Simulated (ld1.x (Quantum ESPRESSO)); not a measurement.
# Si (Z = 14), RRKJ: configuration errors across variants

* Element: Si (Z = 14)
* Generator: ld1.x (Quantum ESPRESSO) 7.5
* Type: norm-conserving RRKJ (Kleinman–Bylander form)
* Functional: BP86
* Relativity: scalar-relativistic
* Frozen core: [Ne]
* Valence charge: 4
* Reference configuration: 3s2 3p0 (charge +2)
* Partial waves: 3p (bound, empty): rc 2.00 bohr; 3d channel at -0.05 Ry: rc 1.75 bohr; 3s (bound): rc 1.85 bohr
* Local potential: the s channel
* Core correction: Bessel-smoothed model core inside 1.10 bohr
* rho0: 0.02

All-electron excitation energies from the reference (eV): (1) 3s2 3p2 -23.941; (2) 3s2 3p1 -16.102; (3) 3s1 3p0 34.123; (4) 3s2 3p2.3 -24.902; (5) 3s1 3p2 -8.661; (6) 3s2 3p1.5 -20.970; (7) 3s1 3p3 -17.118.

Errors AE − PS in meV (a dash: test not solved or not reliable):

```csv
change,(1),(2),(3),(4),(5),(6),(7),bound ghosts
base,+32,+14,+4.0,+36,+5.2,+24,+21,none
wave 3s (bound): rc 1.85 bohr becomes 3s (bound): rc 1.20 bohr,+39,+16,+6.7,+44,-0.1,+29,+18,none
wave 3s (bound): rc 1.85 bohr becomes 3s (bound): rc 1.40 bohr,+33,+14,+4.8,+36,+4.7,+24,+21,none
wave 3s (bound): rc 1.85 bohr becomes 3s (bound): rc 1.52 bohr,+31,+13,+5.6,+34,+5.2,+23,+21,none
wave 3s (bound): rc 1.85 bohr becomes 3s (bound): rc 1.70 bohr,+30,+13,+5.9,+34,+5.3,+22,+20,none
wave 3s (bound): rc 1.85 bohr becomes 3s (bound): rc 1.86 bohr,+32,+14,+4.0,+36,+5.2,+24,+21,none
wave 3s (bound): rc 1.85 bohr becomes 3s (bound): rc 2.12 bohr,+46,+19,-8.9,+52,+5.9,+34,+30,none
wave 3s (bound): rc 1.85 bohr becomes 3s (bound): rc 2.42 bohr,+74,+29,-33,+84,+9.7,+53,+52,none
wave 3s (bound): rc 1.85 bohr becomes 3s (bound): rc 2.60 bohr,+101,+38,-54,+115,+14,+71,+73,none
wave 3s (bound): rc 1.85 bohr becomes 3s (bound): rc 2.82 bohr,+134,+49,-81,+155,+21,+93,+103,none
```

Task: Give the same row for: wave 3s (bound): rc 1.85 bohr becomes 3s (bound): rc 2.26 bohr.

Result: +55, +22, -17, +62, +7.0, +40, +37; bound ghosts: none.
